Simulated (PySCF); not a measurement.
From computed data to an observable: refractive index and permittivity of the vapour

Si(H)2(F)(OMe) (CH₅FOSi), SMILES CO[SiH2]F.

Geometry optimised at B3LYP-D3(BJ)/def2-SVP. The values are those of a single conformer.

B3LYP/def2-TZVP (PySCF) gives a mean static polarisability of 40.3 bohr³ and a dipole moment of 1.61 D. Take an ideal gas at 298.15 K and 1 bar, whether or not the substance is that volatile.

**Question.** Work out n − 1 in the optical limit and the static ε − 1.

**Answer.** 
Polarisability volume α' = 40.3 × 0.148185 = 5.97 Å³. Number density N = p/kT = 2.43e-5 Å⁻³.
Dilute limit of Lorentz–Lorenz: n − 1 = 2π N α' = 0.00091.
Orientation term of Debye: μ²/(3kT) = 8.098 Å³ × μ²(D²) = 20.99 Å³.
ε − 1 = 4π N (α' + μ²/3kT) = 0.0082. Orientation of the dipole supplies 78 % of the static response; it can't follow optical fields. Vibrational polarisation and dispersion are left out.
